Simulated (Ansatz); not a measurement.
A run for Ansatz (a first-principles code): U-PBE0/def2-TZVPP on CrS, 2S+1 = 9, a spin state set in the input, which need not be the lowest.

Ansatz 0.2 input:
```yaml
crystal:
  periodic: [false, false, false]
  atoms:
    - {symbol: Cr, position_ang: [0.00000000, 0.00000000, 0.00000000]}
    - {symbol: S, position_ang: [0.00000000, 0.00000000, 2.31800000]}
basis:
  gaussian:
    orbitals: def2-TZVPP
hamiltonian:
  xc: {name: PBE0}
magnetization: {spin_polarized: true, initial_magnetization: 8}
relax: {f_tol: 0.002, max_steps: 120}
```

Program output:

```
WARN ansatz: RAYON_NUM_THREADS=1 ignored (pool sized by the plan → 1); use --threads N
Functional definition: PBE0
integrals: 0.03 GiB planned
826 factors; their error is unknown
mean field: 0.44 GiB planned
mean field evaluation 1: about -39232.1258 eV, gradient 5.8e1 eV
mean field evaluation 2: about -39085.6352 eV, gradient 1.6e2 eV
mean field evaluation 4: about -39243.4243 eV, gradient 3.8e0 eV
mean field evaluation 8: about -39243.4920 eV, gradient 5.7e-2 eV
mean field evaluation 16: about -39243.6722 eV, gradient 3.4e-5 eV
mean field -39243.67215132 eV, -1442.1783512445 hartree, gradient 1.3e-5 eV, S^2 20.005587; 1 other end points of the search recorded, 0 dependent functions left out
the calculation of the forces begins
reference -39243.67218147 eV, -1442.1783523526 hartree; 24, 16 occupied and 82, 90 virtual orbitals, 826 factors
relax step   1: F+E_penalty+E_count = -39243.67215132 eV  Δ(F+E_penalty+E_count) = +0.000e0 eV  max|allowed force component| = 2.695e0 eV/Å  Δτ_max = 0.0000 Å  (53 SCF iters, accepted)
these checks for a lower state are left out or cut short: starts, cluster_reference, orbital_swaps, neighbouring_geometries, increment
integrals: 0.03 GiB planned
826 factors; their error is unknown
mean field: 0.43 GiB planned
mean field evaluation 32: about -39244.0603 eV, gradient 1.6e-3 eV
mean field -39244.06029484 eV, -1442.1926152560 hartree, gradient 2.6e-5 eV, S^2 20.005269; 0 other end points of the search recorded, 0 dependent functions left out
the calculation of the forces begins
reference -39244.06032543 eV, -1442.1926163800 hartree; 24, 16 occupied and 82, 90 virtual orbitals, 826 factors
relax step   2: F+E_penalty+E_count = -39244.06029484 eV  Δ(F+E_penalty+E_count) = -3.881e-1 eV  max|allowed force component| = 1.118e0 eV/Å  Δτ_max = 0.1080 Å  (53 SCF iters, accepted)
these checks for a lower state are left out or cut short: starts, cluster_reference, orbital_swaps, neighbouring_geometries, increment
integrals: 0.03 GiB planned
826 factors; their error is unknown
mean field: 0.43 GiB planned
mean field -39244.21889646 eV, -1442.1984437581 hartree, gradient 1.9e-5 eV, S^2 20.005087; 0 other end points of the search recorded, 0 dependent functions left out
the calculation of the forces begins
reference -39244.21892713 eV, -1442.1984448850 hartree; 24, 16 occupied and 82, 90 virtual orbitals, 826 factors
relax step   3: F+E_penalty+E_count = -39244.21889646 eV  Δ(F+E_penalty+E_count) = -1.586e-1 eV  max|allowed force component| = 4.381e-1 eV/Å  Δτ_max = 0.1086 Å  (55 SCF iters, accepted)
these checks for a lower state are left out or cut short: starts, cluster_reference, orbital_swaps, neighbouring_geometries, increment
integrals: 0.03 GiB planned
826 factors; their error is unknown
mean field: 0.42 GiB planned
mean field -39244.29483824 eV, -1442.2012345667 hartree, gradient 9.8e-6 eV, S^2 20.005008; 0 other end points of the search recorded, 0 dependent functions left out
the calculation of the forces begins
reference -39244.29486841 eV, -1442.2012356757 hartree; 24, 16 occupied and 82, 90 virtual orbitals, 826 factors
relax step   4: F+E_penalty+E_count = -39244.29483824 eV  Δ(F+E_penalty+E_count) = -7.594e-2 eV  max|allowed force component| = 4.319e-2 eV/Å  Δτ_max = 0.2000 Å  (45 SCF iters, accepted)
these checks for a lower state are left out or cut short: starts, cluster_reference, orbital_swaps, neighbouring_geometries, increment
integrals: 0.03 GiB planned
826 factors; their error is unknown
mean field: 0.42 GiB planned
mean field evaluation 64: about -39244.2971 eV, gradient 1.7e-5 eV
mean field -39244.29714436 eV, -1442.2013193151 hartree, gradient 7.4e-6 eV, S^2 20.005014; 0 other end points of the search recorded, 0 dependent functions left out
the calculation of the forces begins
reference -39244.29717434 eV, -1442.2013204168 hartree; 24, 16 occupied and 82, 90 virtual orbitals, 826 factors
relax step   5: F+E_penalty+E_count = -39244.29714436 eV  Δ(F+E_penalty+E_count) = -2.306e-3 eV  max|allowed force component| = 1.352e-2 eV/Å  Δτ_max = 0.1158 Å  (49 SCF iters, accepted)
these checks for a lower state are left out or cut short: starts, cluster_reference, orbital_swaps, neighbouring_geometries, increment
integrals: 0.03 GiB planned
826 factors; their error is unknown
mean field: 0.42 GiB planned
mean field -39244.29771842 eV, -1442.2013404114 hartree, gradient 6.5e-6 eV, S^2 20.005010; 0 other end points of the search recorded, 0 dependent functions left out
the calculation of the forces begins
reference -39244.29774844 eV, -1442.2013415147 hartree; 24, 16 occupied and 82, 90 virtual orbitals, 826 factors
relax step   6: F+E_penalty+E_count = -39244.29771842 eV  Δ(F+E_penalty+E_count) = -5.741e-4 eV  max|allowed force component| = 2.218e-3 eV/Å  Δτ_max = 0.0460 Å  (49 SCF iters, accepted)
these checks for a lower state are left out or cut short: starts, cluster_reference, orbital_swaps, neighbouring_geometries, increment
integrals: 0.03 GiB planned
826 factors; their error is unknown
mean field: 0.42 GiB planned
mean field -39244.29773003 eV, -1442.2013408382 hartree, gradient 2.8e-6 eV, S^2 20.005010; 0 other end points of the search recorded, 0 dependent functions left out
the calculation of the forces begins
reference -39244.29776005 eV, -1442.2013419413 hartree; 24, 16 occupied and 82, 90 virtual orbitals, 826 factors
relax step   7: F+E_penalty+E_count = -39244.29773003 eV  Δ(F+E_penalty+E_count) = -1.162e-5 eV  max|allowed force component| = 2.863e-4 eV/Å  Δτ_max = 0.0047 Å  (41 SCF iters, accepted)
integrals: 0.03 GiB planned
826 factors; their error is unknown
mean field: 0.42 GiB planned
mean field evaluation 96: about -39241.0514 eV, gradient 2.3e1 eV
mean field -39244.29773003 eV, -1442.2013408382 hartree, gradient 2.8e-6 eV, S^2 20.005010; 2 other end points of the search recorded, 0 dependent functions left out
the calculation of the forces begins
reference -39244.29776005 eV, -1442.2013419413 hartree; 24, 16 occupied and 82, 90 virtual orbitals, 826 factors
Total energy: -39244.29776005 eV, -1442.2013419413 hartree
Atom 0 at     0.000000    -0.000000    -0.491023 Å, force    -0.000000     0.000000    -0.000286 eV/Å
Atom 1 at    -0.000000     0.000000     2.809023 Å, force     0.000000     0.000000     0.000286 eV/Å
Dipole moment:    -0.000000    -0.000000     0.309354 e Å
```

Self-consistency was reached.

Cost: roughly 40 core-seconds.
